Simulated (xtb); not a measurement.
GeH3Cl, SMILES [GeH3][Cl]. All values are semi-empirical tight-binding results from xtb (GFN2-xTB unless named), good for trends rather than for accurate numbers. Geometry: GFN2-xTB.

Optimised geometry:

Bonded distances (Å): Ge1–Cl2 2.085, Ge1–H3 1.500, Ge1–H4 1.500, Ge1–H5 1.500. Angles (°): Cl2–Ge1–H3 108.9, Cl2–Ge1–H4 108.9, Cl2–Ge1–H5 108.9, H3–Ge1–H4 110.0, H3–Ge1–H5 110.0, H4–Ge1–H5 110.0.
Charge 0, spin multiplicity 1.

For metal compounds this method's bond lengths and energies can be far off.

Question: Estimate the properties. (The exact figures need the calculation; the answer reports its results.)

Answer: 
The point group as xtb finds it comes out as C3v and the orbital gap is 7.57 eV. The zero-point energy is 14.1 kcal/mol and the G − E(el) at 298.15 K (modified RRHO) comes out as -1.8 kcal/mol.

Question: Give the atomic charges and the Wiberg bond orders between heavy atoms. (Estimate from the structure and the level; the computed values follow.)

Answer: charges (e) Ge1 0.16, Cl2 -0.14, H3 -0.01, H4 -0.01, H5 -0.01. Bond orders Ge1–Cl2 1.25.
